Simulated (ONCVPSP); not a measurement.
**phosphorus: ONCV pseudisation with revPBE, scalar-relativistic reference atom.**

phosphorus, optimised norm-conserving Vanderbilt (ONCV), made with ONCVPSP 4.0.1 (revPBE, scalar-relativistic). Core [Ne], reference 3s2 3p3. Waves: 3s: rc 1.55 bohr, ncon 4, nbas 7, qcut 4.7 1/bohr, 2 projectors, debl 2.9 Ha; 3p: rc 1.95 bohr, ncon 3, nbas 7, qcut 4.7 1/bohr, 2 projectors, debl 2.6 Ha. Local part: polynomial inside 1.00 bohr (lpopt 5, dvloc0 4 Ha). Core correction: Teter function, parameters optimised by the program.

All-electron outer shells of the reference configuration (revPBE, scalar-relativistic, ld1.x):

```csv
shell,level (eV),outermost node (bohr),outermost maximum (bohr)
2s,-174.10,0.14,0.42
2p,-124.45,–,0.36
3s,-13.94,0.65,1.58
3p,-5.48,0.64,1.83
```

(1) Estimate the cutoffs (Ha) at which the residual kinetic energy of the hardest occupied pseudo-wave falls to 1 and 0.1 mHa per electron.

(2) What does a ghost test show?

(3) Which valence shell sets the plane-wave cutoff?

(4) Tests: 3s2 3p2; 3s2 3p1; 3s2 3p0; 3s1 3p0. Which has the largest error in its energy relative to the reference configuration, and how large is it?

## Answers

(1) 10 Ha and 21 Ha.

(2) No bound ghost flagged; GHOST(+) flagged for s at 205.6 eV.

(3) 3s: 10 Ha for 1 mHa per electron, against 4 Ha for 3p.

(4) 3s1 3p0, with +131 meV (all-electron minus pseudo) on +110.43 eV.
